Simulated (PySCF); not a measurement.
Gold: highly charged ions in a basis for the neutral atom

Au⁵⁺ [Xe] 4f14 5d6, Au⁶⁺ [Xe] 4f14 5d5. Calculation: PySCF 2.14, in aug-cc-pVDZ-PP with ECP60MDF (5s5p4d2f, 54 functions); scalar relativity through the core potential. No spin-orbit coupling, so a gap to NIST mixes the basis error with missing relativistic terms.

Changed run: basis of the neutral atom used for a highly charged ion. This setting is unsound on purpose.

```tsv
species	method	sound run (hartree)	changed run (hartree)	converged
Au⁵⁺	UHF	not run	-128.83292	yes
Au⁵⁺	BP86	not run	-129.52131	yes
Au⁵⁺	r2SCAN	not run	-129.49555	yes
Au⁶⁺	UHF	not run	-126.11639	yes
Au⁶⁺	BP86	not run	-126.72833	yes
Au⁶⁺	r2SCAN	not run	-126.72905	yes
```

Ionisation energy of Au⁵⁺:

```csv
method,changed run (eV),NIST (eV)
UHF,73.921,74 ± 2
BP86,76.001,74 ± 2
r2SCAN,75.280,74 ± 2
```

The contracted functions were made for the neutral atom and can be too rigid for a highly charged ion.
